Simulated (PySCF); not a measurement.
CH12Si4

CH12Si4 is a small molecule, neutral, singlet. The structure, one conformer, was relaxed in the gas phase by PBE0-D3(BJ)/def2-SVP. No frequency run checks that it is a minimum.

SMILES: C[Si]([SiH3])([SiH3])[SiH3]

Coordinates in Å:
```
Si1     2.012    0.201    1.065
Si2     0.032   -0.074   -0.162
Si3    -0.962    2.036   -0.404
Si4    -1.416   -1.409    1.111
C5      0.381   -0.865   -1.849
H6      2.974    1.085    0.332
H7      2.673   -1.122    1.299
H8      1.711    0.824    2.392
H9     -1.205    2.645    0.940
H10    -2.272    1.925   -1.120
H11    -0.073    2.951   -1.189
H12    -0.808   -2.753    1.367
H13    -1.695   -0.754    2.426
H14    -2.715   -1.608    0.392
H15    -0.553   -0.991   -2.418
H16     0.844   -1.855   -1.722
H17     1.064   -0.236   -2.439
```

Shieldings: GIAO PBE0/pcSseg-1. Shifts are against computed references at the same level: C TMS (σ 184.4 ppm), H TMS (σ 31.27 ppm), Si TMS (σ 352.0 ppm). Core levels by delta-SCF with SCAN, pcX-2 on the ionised atom and pcseg-1 elsewhere, spin-free X2C (2p3/2 is the spin-free 2p value less a third of a first-order spin-orbit splitting); from the vacuum level, for chosen atoms.

Question: Give the NMR and core-level values of the distinct atoms.

Answer: 
```tsv
atoms	bonded to	σ (ppm)	δ (ppm)	core level (eV)
Si1 Si3 Si4	1 Si + 3 H	452.1	-100.1	2p3/2 106.26
Si2	1 C + 3 Si	447.1	-95.1	2p3/2 105.75
C5	1 Si + 3 H	192.2	-7.8	1s 290.18
H6 H7 H8	1 Si	27.63	3.63	-
H9 H10 H11	1 Si	27.63	3.63	-
H12 H13 H14	1 Si	27.63	3.63	-
H15 H16 H17	1 C	30.82	0.44	-
```

Values are those of this one static structure, with the three H of a rotating XH3 group averaged; atoms that internal rotation interchanges would show their mean in an NMR spectrum.

Question: Which of Si1, Si2 holds its core electrons tightest, and by how much against the loosest?

Answer: Si1 (bonded to 1 Si + 3 H), by 0.51 eV over Si2 (bonded to 1 C + 3 Si).

Question: By CAM-B3LYP/def2-SVPD (TDDFT singlets, Tamm-Dancoff triplets, ionisation by delta-SCF), where does absorption start, and what does vertical ionisation take?

Answer: The lowest singlet lies at 6.50 eV (f 0.031), the strongest of the first 6 at 7.02 eV (f 0.193), the lowest triplet at 5.81 eV; vertical ionisation takes 9.51 eV.
